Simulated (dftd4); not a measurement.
H12Si5, charge -1, doublet, geometry from GFN2-xTB (a state made from the parent by changing its charge; the spin is typed, not shown lowest); D4 for b3lyp in dftd4 4.2.0.

The dftd4 input:
```
$ dftd4 mol.xyz --func b3lyp --charge -1 --json dftd4.json --noedisp

# file mol.xyz
17

Si    -0.79113967    -0.67083817    -2.31540756
Si     0.19362179    -0.18379725    -0.15594283
Si     0.03425317     2.14107415    -0.10250667
Si    -1.53684297    -0.71472711     1.31269122
Si     2.13282393    -0.60276782     1.23481619
H     -2.02683165    -0.36924165    -3.10604988
H     -0.79623747    -2.15281036    -2.44559852
H      0.22542324    -0.24925937    -3.31670976
H      0.24194744     2.78267994     1.21014527
H     -1.26729931     2.70344548    -0.51254686
H      0.98178877     2.87073092    -0.96683123
H     -2.88861689    -0.27030488     0.92148006
H     -1.73840381    -2.15250721     1.57620834
H     -1.41590528    -0.15638911     2.67359757
H      2.23230566    -2.08376215     1.33725698
H      3.31962754    -0.24254063     0.41326230
H      2.67417422    -0.24525417     2.58468073
```

The log (banner, timings and long lists left out):

```
                    ____  _____ _____     ____  _  _
      -------------|  _ \|  ___|_   _|---|  _ \| || |------------
     |             | | | | |_    | | ___ | | | | || |_           |
     |             | |_| |  _|   | ||___|| |_| |__   _|          |
     |             |____/|_|     |_|     |____/   |_|            |
     |             ===================================           |
     |            E. Caldeweyher, S. Ehlert & S. Grimme          |
     |          Mulliken Center for Theoretical Chemistry        |
     |                    University of Bonn                     |
      -----------------------------------------------------------

Rational (Becke-Johnson) damping: b3lyp-D4-ATM
---------------------
  s6         1.0000
  s8         2.0293
  s9         1.0000
  a1         0.4087
  a2         4.5381
 alp        16.0000
--------------------

Dispersion energy:      -3.3850807336205E-02 Eh

[Info] JSON dump of results written to 'dftd4.json'
```
